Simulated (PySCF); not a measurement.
## Core binding energy against partial charge

C7H11NS.
Atom-mapped SMILES: `[S:1]=[C:2]=[N:3][CH:4]1[CH2:5][CH2:6][CH2:7][CH2:8][CH2:9]1`

Cartesian coordinates in Å at the PBE0-D3(BJ)/def2-SVP level; atoms count from 1:
```xyz
20
C7H11NS angstrom
S      2.100   -1.241   -3.673
C      1.503   -0.997   -2.225
N      1.109   -0.795   -1.122
C      0.110   -0.766   -0.105
C     -0.428   -2.179    0.157
C     -1.241   -2.709   -1.019
C     -2.367   -1.750   -1.395
C     -1.837   -0.347   -1.676
C     -1.025    0.188   -0.502
H      0.591   -0.389    0.812
H      0.412   -2.850    0.394
H     -1.062   -2.126    1.058
H     -0.578   -2.858   -1.889
H     -1.646   -3.702   -0.771
H     -3.095   -1.703   -0.565
H     -2.918   -2.132   -2.269
H     -2.667    0.342   -1.896
H     -1.207   -0.366   -2.583
H     -0.606    1.180   -0.727
H     -1.676    0.308    0.382
```

Binding energies: delta-SCF UKS SCAN, pcX-2 on the ionised atom, pcseg-1 elsewhere, spin-free X2C in PySCF 2.14.0. Charges: PBE0/pcSseg-1 ground-state density, for the ionised atom.

| atom | environment | C 1s (eV) | Mulliken (e) | IAO (e) | Hirshfeld (e) | ESP (e) |
| --- | --- | --- | --- | --- | --- | --- |
| C7 | ring CH2 carbon | 290.61 | -0.228 | -0.252 | -0.067 | -0.155 |
| C6 | ring CH2 carbon | 290.63 | -0.235 | -0.255 | -0.069 | +0.147 |
| C5 | ring CH2 carbon | 290.76 | -0.168 | -0.256 | -0.067 | -0.185 |
| C4 | sp3 carbon bound to nitrogen | 292.30 | -0.086 | +0.003 | +0.045 | +0.306 |
| C2 | isothiocyanate carbon | 292.79 | +0.224 | +0.052 | +0.084 | -0.028 |

Problem. How well does each charge scheme correlate with the binding energies over these sites?

Solution. Hirshfeld: r = 1.00, slope 14.1 eV per e; IAO: r = 1.00, slope 6.7 eV per e; Mulliken: r = 0.90, slope 4.9 eV per e; ESP: r = 0.42, slope 2.1 eV per e. On 5 points no scheme stands out.

Problem. The point-charge model writes a binding energy as kq + V + constant, with V the potential of the other atoms' charges at the site. What does it give with the Hirshfeld charges?

Solution. V = Σ 14.40 eV Å × q/r over all other atoms: +0.62 eV at C7, +0.65 eV at C6, +1.06 eV at C5, -0.48 eV at C4, -1.81 eV at C2. Fitting binding energy − V to q gives k = 29.4 eV per e and leaves an rms residual of 0.25 eV, against 0.05 eV for the fit on q alone. The model has no term for differences in relaxation between sites.

One conformer (not necessarily the lowest) at the PBE0-D3(BJ)/def2-SVP geometry, without solvent, vibrations or thermal averaging.
